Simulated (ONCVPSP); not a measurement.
cerium: one change to an ONCV potential, before and after

Ce, optimised norm-conserving Vanderbilt (ONCV), made with ONCVPSP 4.0.1 (PBE, scalar-relativistic). Core [Kr] 4d10, reference 4f1 5s2 5p6 5d1.5 6s1.5. Waves: 5s+6s: rc 2.90 bohr, ncon 3, nbas 7, qcut 4.8 1/bohr, 2 projectors; 5p: rc 2.55 bohr, ncon 3, nbas 7, qcut 6.5 1/bohr, 2 projectors, debl 1.6 Ha; 5d: rc 3.45 bohr, ncon 4, nbas 8, qcut 5.2 1/bohr, 2 projectors, debl 1 Ha; 4f: rc 1.70 bohr, ncon 3, nbas 7, qcut 8.4 1/bohr, local. Local part: the f channel. Core correction: Teter function, fcfact 2.75, rcfact 1.35.

All-electron outer shells of the reference configuration (PBE, scalar-relativistic, ld1.x):

| shell | level (eV) | outermost node (bohr) | outermost maximum (bohr) |
| --- | --- | --- | --- |
| 4d | -109.62 | 0.31 | 0.66 |
| 5s | -39.75 | 0.75 | 1.37 |
| 5p | -22.45 | 0.81 | 1.55 |
| 4f | -4.54 | – | 0.71 |
| 6s | -3.46 | 1.82 | 3.82 |
| 5d | -2.56 | 0.92 | 2.18 |

Change: f: qcut 7.2.

Cutoffs: the cutoffs (Ha) at which the residual kinetic energy of the hardest occupied pseudo-wave falls to 1 and 0.1 mHa per electron; they do not see the model core or the augmentation charge, which bear on the density cutoff. Errors are all-electron minus pseudo energies relative to the spin-unpolarised reference configuration.

Task: What does the change do?

Result: The bound ghosts move from p to s; the lowest positive-energy flag moves from s at 1.8 eV to p at 23.3 eV; of the 4 tests that both files solve, the error grows in 2 and shrinks in 0 by more than 15 % and 0.3 meV (median size 1.6 → 2.2 meV); the range in which the p phases agree widens (upper end -0.2 → at the end of the scan).

| quantity | base | changed |
| --- | --- | --- |
| cutoffs, loose and tight | 34 Ha, 78 Ha | not determined |
| bound ghosts | p | s |
| GHOST(+) flags under 300 eV | s at 1.8 eV, d at 102.0 eV | p at 23.3 eV |
| error for 4f1 5s2 5p6 5d1 6s2, meV [ΔE -0.40 eV] | -0.5 | -0.8 |
| error for 4f1 5s2 5p6 5d1 6s1, meV [ΔE 5.67 eV] | -0.1 | -0.2 |
| error for 4f1 5s2 5p6 5d1 6s0, meV [ΔE 16.75 eV] | -2.7 | -3.6 |
| error for 4f1 5s2 5p5 5d1 6s2, meV [ΔE 27.46 eV] | -29 | -27 |
| s: phases at 2.95 bohr within 0.05 rad from the reference energy up to (Ha; the scan ends near 5) | 2.6 | 2.5 |
| p: phases at 2.58 bohr within 0.05 rad from the reference energy up to (Ha; the scan ends near 5) | -0.2 | to the end of the scan |
| d: phases at 3.50 bohr within 0.05 rad from the reference energy up to (Ha; the scan ends near 5) | 2.7 | 2.9 |
| f: phases at 1.73 bohr within 0.05 rad from the reference energy up to (Ha; the scan ends near 5) | 0.2 | 0.1 |
| rms error of d²Exc/dni dnj with the model core, mHa | 6.36 | 6.21 |

 A true bound ghost makes a file unfit for plane-wave use even where its test errors are small: the radial tests pick states by their node count and pass the ghost by.
